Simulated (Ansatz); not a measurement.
`[SiH3][SiH2][GeH3]` → `[SiH3][GeH3]` + `[SiH2]` at 500 K and 1 bar (silylene loss).

Program: Ansatz. Geometries: PBE0-D4/def2-TZVP. ΔE: electronic, gas phase. CCSD(T)/CBS adds triple-zeta CCSD(T) − MP2 to the extrapolated MP2 energy (def2 sets, frozen cores). This one scheme is used for every species. For Ge outer-core shells are correlated without core-valence functions, which leaves a few kJ/mol of doubt a bond. Scalar relativity is left out up to krypton.

| species | CCSD(T)/CBS energy (Eh) | H − E (kJ/mol) | S (J/(mol·K)) |
| --- | --- | --- | --- |
| `[SiH3][SiH2][GeH3]` | -2659.06477 | 221.8 | 439.1 |
| `[SiH3][GeH3]` | -2368.78170 | 160.7 | 342.8 |
| `[SiH2]` | -290.19011 | 48.0 | 226.5 |

H − E and S are ideal-gas, rigid-rotor, harmonic terms from PBE0-D4/def2-TZVP. 1 Eh = 2625.50 kJ/mol, R = 8.31446 J/(mol·K).

Q: By hand: ΔE, ΔH, ΔS and ΔG.

A: ΔE = (-2368.78170) + (-290.19011) − (-2659.06477) = 0.09296 Eh = 244.1 kJ/mol. Δ(H − E) = 160.7 + 48.0 − 221.8 = -13.1, so ΔH = 231.0 kJ/mol. ΔS = 342.8 + 226.5 − 439.1 = 130.2 J/(mol·K). ΔG = 231.0 − 500 × (130.2)/1000 = 165.9 kJ/mol.

Q: By hand: the equilibrium constant, and the temperature at which ΔG would vanish if ΔH and ΔS stayed fixed.

A: log₁₀ K = −ΔG/(RT ln 10) = -17.3. ΔG = 0 at ΔH/ΔS = 1774 K.

The number of gas molecules changes by +1, which sets the sign of ΔS. A doubt of 5 kJ/mol in ΔE shifts log₁₀ K by 0.5 here. These are equilibria of isolated gas molecules and say nothing of rates. Largest T1 diagnostic: 0.014 (customary marks: 0.02 for closed shells, 0.045 for open ones).
